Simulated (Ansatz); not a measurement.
Isolated molecules relaxed with PBE0-D4/def2-TZVP in Ansatz; ΔE leaves out vibrations. CCSD(T)/CBS is the MP2 limit (def2-TZVPP, def2-QZVPP) plus CCSD(T) − MP2 in def2-TZVPP, frozen cores. This one scheme is used for every species. DFT in def2-TZVPP. Each species was taken in one conformer, which may not be the lowest.

Consider the formal exchange of groups at a B–C bond: `CBCl` + `CCBO` → `CCB(O)BCl` + CH₄.

(1) Is it downhill or uphill in electronic energy at CCSD(T)/CBS, and by how much? (Estimate.)

(2) What do these levels give: r2SCANh-D4, r2SCAN0-D4, BHLYP-D4, CAM-B3LYP-D4, PBE, revPBE, r2SCAN0, LC-ωPBE, HF/def2-SVP, MP2/def2-TZVPP, MP2/def2-QZVPP, SCS-MP2/def2-QZVPP? (An estimate is asked.)

(3) What do rigid-rotor, harmonic-oscillator terms from PBE0-D4/def2-TZVP frequencies (298.15 K, 1 bar) make of the CCSD(T)/CBS value? (Best estimate.)

Largest T1 diagnostic among the species: 0.013.

Results:

(1) The calculation gave: Uphill: ΔE = +6.9 kcal/mol.

(2) Computed: r2SCANh-D4 7.8, r2SCAN0-D4 8.1, BHLYP-D4 8.0, CAM-B3LYP-D4 7.9, PBE 7.3, revPBE 7.5, r2SCAN0 8.4, LC-ωPBE 8.1, HF/def2-SVP 10.1, MP2/def2-TZVPP 7.9, MP2/def2-QZVPP 7.9, SCS-MP2/def2-QZVPP 7.9 kcal/mol.

(3) Computed: ΔZPE = +0.4 kcal/mol, ΔH = +7.9 kcal/mol, ΔS = -24 J/(mol·K), ΔG = +9.6 kcal/mol. Modes under 50 cm⁻¹ make the entropy rough.

The D4 term adds −1.3 kcal/mol with B3LYP and −0.8 kcal/mol with PBE0; it sums over pairs of atoms, weighted by their polarisabilities, and B3LYP, whose exchange is more repulsive, gets the larger term. From BLYP to BHLYP (50 % exact exchange), in def2-TZVPP and without D4, ΔE moves by +1.0 kcal/mol.

B3LYP here is the variant with VWN-RPA as its local correlation; programs differ in this.
